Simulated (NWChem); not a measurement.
System: C3H2FNS; SMILES Fc1cscn1

```xyz
8

F     -0.2540     2.2785     0.0000
C     -0.0655     0.9756     0.0000
C     -1.0792     0.0559     0.0000
S     -0.3828    -1.5126     0.0000
C      1.1848    -0.7929     0.0000
N      1.1975     0.5062     0.0000
H     -2.1523     0.2311     0.0000
H      2.0837    -1.4131     0.0000
```
Atoms are numbered in this order, from 1.

Results from NWChem. All runs use the structure optimised with PBE0/def2-SVP. Vzz is the largest principal value of the second derivative of the potential at the nucleus (NWChem prints the opposite sign); η is the asymmetry. Non-relativistic.

For level PBE0/def2-TZVP:

```yaml
Vzz S4 (a.u.): 1.765
```

**Question.** Estimate the same quantities for level PBE0/cc-pVTZ.

**Answer.** 
| Property | Value |
|---|---|
| Vzz S4 (a.u.) | 1.592 |
